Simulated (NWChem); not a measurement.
# HSeCl; SMILES Cl[SeH]

This build's default masses of Se (78.918 u) and Br (79.917 u) are each other's, which moves their modes by up to 0.6 %.

Q: Give the equilibrium geometry at PBE0/def2-SVP (NWChem) as a list of bonds and angles, with the point group.

A: point group Cs; any orientation.
Bonds (Å): Se1–H2 1.474, Se1–Cl3 2.184. Angles (°): H2–Se1–Cl3 94.6.
